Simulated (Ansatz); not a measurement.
## Molecular dynamics of AlCl$_{2}$F

Input file:

```yaml
crystal:
  periodic: [false, false, false]
  atoms:
    - { symbol: Al, position_ang: [0.0, 0.0, -0.043189] }
    - { symbol: F, position_ang: [0.0, 0.0, 1.604405] }
    - { symbol: Cl, position_ang: [1.809734, 0.0, -1.050608] }
    - { symbol: Cl, position_ang: [-1.809734, 0.0, -1.050608] }
basis:
  gaussian: { orbitals: def2-SVP }
hamiltonian:
  xc: r2scanh
  dispersion: d4
md:
  timestep: 1.0
  n_steps: 150
  ensemble: nvt_nose_hoover
  temperature: 700.0
  initial_velocities: maxwell_boltzmann
  seed: 380782
  nose_hoover: { tau: 100.0, chain_length: 1 }
```

Command:

```bash
$ ansatz run input.yaml --threads 1 --pin off --max-ram 2048MiB --backend cpu --events-out ev --progress --plain --runs-dir out
```

It starts from a relaxed structure.

Output, in part (one step line in 6, the closing report, with atoms numbered from 0):

```
md step     0: t =     0.00 fs  T =   700.0 K  F+E_penalty+E_count = -34349.30061121 eV  E_kin = 0.180964 eV  conserved = -34349.11964722 eV  (26 SCF iters)
md step     6: t =     6.00 fs  T =   624.6 K  F+E_penalty+E_count = -34349.28105196 eV  E_kin = 0.161465 eV  conserved = -34349.11959851 eV  (28 SCF iters)
md step    12: t =    12.00 fs  T =   472.7 K  F+E_penalty+E_count = -34349.24162499 eV  E_kin = 0.122198 eV  conserved = -34349.11956314 eV  (21 SCF iters)
md step    18: t =    18.00 fs  T =   321.8 K  F+E_penalty+E_count = -34349.20228993 eV  E_kin = 0.083199 eV  conserved = -34349.11954911 eV  (23 SCF iters)
md step    24: t =    24.00 fs  T =   209.1 K  F+E_penalty+E_count = -34349.17266800 eV  E_kin = 0.054057 eV  conserved = -34349.11953701 eV  (23 SCF iters)
md step    30: t =    30.00 fs  T =   153.7 K  F+E_penalty+E_count = -34349.15781850 eV  E_kin = 0.039735 eV  conserved = -34349.11955872 eV  (23 SCF iters)
md step    36: t =    36.00 fs  T =   117.7 K  F+E_penalty+E_count = -34349.14789709 eV  E_kin = 0.030429 eV  conserved = -34349.11956013 eV  (23 SCF iters)
md step    42: t =    42.00 fs  T =    98.5 K  F+E_penalty+E_count = -34349.14225520 eV  E_kin = 0.025456 eV  conserved = -34349.11952713 eV  (22 SCF iters)
md step    48: t =    48.00 fs  T =   152.4 K  F+E_penalty+E_count = -34349.15527870 eV  E_kin = 0.039393 eV  conserved = -34349.11953170 eV  (22 SCF iters)
md step    54: t =    54.00 fs  T =   278.3 K  F+E_penalty+E_count = -34349.18591192 eV  E_kin = 0.071952 eV  conserved = -34349.11955085 eV  (23 SCF iters)
md step    60: t =    60.00 fs  T =   442.5 K  F+E_penalty+E_count = -34349.22467602 eV  E_kin = 0.114394 eV  conserved = -34349.11955726 eV  (22 SCF iters)
md step    66: t =    66.00 fs  T =   622.8 K  F+E_penalty+E_count = -34349.26547041 eV  E_kin = 0.160997 eV  conserved = -34349.11958621 eV  (26 SCF iters)
md step    72: t =    72.00 fs  T =   751.6 K  F+E_penalty+E_count = -34349.29105382 eV  E_kin = 0.194307 eV  conserved = -34349.11961490 eV  (27 SCF iters)
md step    78: t =    78.00 fs  T =   758.0 K  F+E_penalty+E_count = -34349.28422995 eV  E_kin = 0.195960 eV  conserved = -34349.11959076 eV  (27 SCF iters)
md step    84: t =    84.00 fs  T =   662.7 K  F+E_penalty+E_count = -34349.25175182 eV  E_kin = 0.171326 eV  conserved = -34349.11956517 eV  (27 SCF iters)
md step    90: t =    90.00 fs  T =   509.3 K  F+E_penalty+E_count = -34349.20557574 eV  E_kin = 0.131663 eV  conserved = -34349.11955158 eV  (26 SCF iters)
md step    96: t =    96.00 fs  T =   332.5 K  F+E_penalty+E_count = -34349.15499060 eV  E_kin = 0.085949 eV  conserved = -34349.11951991 eV  (22 SCF iters)
md step   102: t =   102.00 fs  T =   192.1 K  F+E_penalty+E_count = -34349.11549868 eV  E_kin = 0.049672 eV  conserved = -34349.11951257 eV  (23 SCF iters)
md step   108: t =   108.00 fs  T =   109.5 K  F+E_penalty+E_count = -34349.09210492 eV  E_kin = 0.028295 eV  conserved = -34349.11951258 eV  (23 SCF iters)
md step   114: t =   114.00 fs  T =    92.9 K  F+E_penalty+E_count = -34349.08635221 eV  E_kin = 0.024013 eV  conserved = -34349.11948904 eV  (22 SCF iters)
md step   120: t =   120.00 fs  T =   186.3 K  F+E_penalty+E_count = -34349.10829649 eV  E_kin = 0.048159 eV  conserved = -34349.11950309 eV  (22 SCF iters)
md step   126: t =   126.00 fs  T =   372.0 K  F+E_penalty+E_count = -34349.15129684 eV  E_kin = 0.096177 eV  conserved = -34349.11953982 eV  (22 SCF iters)
md step   132: t =   132.00 fs  T =   585.2 K  F+E_penalty+E_count = -34349.19723490 eV  E_kin = 0.151295 eV  conserved = -34349.11954304 eV  (28 SCF iters)
md step   138: t =   138.00 fs  T =   804.8 K  F+E_penalty+E_count = -34349.24045940 eV  E_kin = 0.208064 eV  conserved = -34349.11955833 eV  (28 SCF iters)
md step   144: t =   144.00 fs  T =   984.4 K  F+E_penalty+E_count = -34349.26959219 eV  E_kin = 0.254498 eV  conserved = -34349.11958813 eV  (27 SCF iters)
md step   150: t =   150.00 fs  T =  1043.4 K  F+E_penalty+E_count = -34349.26584101 eV  E_kin = 0.269736 eV  conserved = -34349.11957316 eV  (26 SCF iters)
Total energy: -34349.26584991 eV, -1262.3122372156 hartree
Atom 0 at     0.014532    -0.076753    -0.057562 Å, force     0.003658     0.422991    -0.237635 eV/Å
Atom 1 at    -0.051901     0.031335     1.583108 Å, force     0.166294    -0.148413     0.105078 eV/Å
Atom 2 at     1.845780     0.028743    -1.061244 Å, force    -0.347485    -0.141186     0.191170 eV/Å
Atom 3 at    -1.829025     0.012882    -1.017619 Å, force     0.177533    -0.133392    -0.058613 eV/Å
Dipole moment:     0.043562    -0.120712    -0.090160 e Å
```

The run went to its last step. The conserved energy stayed within 0.04 meV per atom of its start (net change 0.018 meV per atom), so the integration is sound. The mean temperature of the second half is 29 % below the set value. A run of 0.15 ps of so small a system gives no equilibrium averages.

The same pairs are bonded in the first frame and the last. Pairs count as bonded within 1.25 times the sum of covalent radii (0.12 Å more for H–H).

Last frame:

```xyz
4
Properties=species:S:1:pos:R:3
Al 0.015 -0.077 -0.058
F -0.052 0.031 1.583
Cl 1.846 0.029 -1.061
Cl -1.829 0.013 -1.018
```

The run took 11 min on 1 thread of Arm Neoverse V1 (shared host), peak memory 0.14 GiB.
